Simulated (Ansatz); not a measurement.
System: sum formula SiOCl2, net charge 1, doublet state. 
Coordinates optimised at B3LYP-D3(BJ)/def2-TZVP (Ansatz, a quantum-chemistry and plane-wave program):
```
Si
O 1 1.6124
Cl 1 1.9479 2 116.67
Cl 1 1.9479 2 116.67 3 180.00
```
Charge +1, spin multiplicity 2.

Basis-set convergence of Hartree-Fock and CCSD(T) correlation energies (hartree) with Ansatz. Valence correlation only, unless marked. Open shells are spin-unrestricted. No spin-orbit coupling. No relativistic terms.

```
basis        functions        E(HF)  E(corr, CCSD(T))
-----------  ---------  -----------  ----------------
cc-pV(D+d)Z         83  -1282.57742          -0.54227
cc-pV(T+d)Z        147            ?                 ?
```

Some entries are withheld; supply them.


- cc-pV(T+d)Z, E(HF): -1282.66007
- cc-pV(T+d)Z, E(corr, CCSD(T)): -0.71766
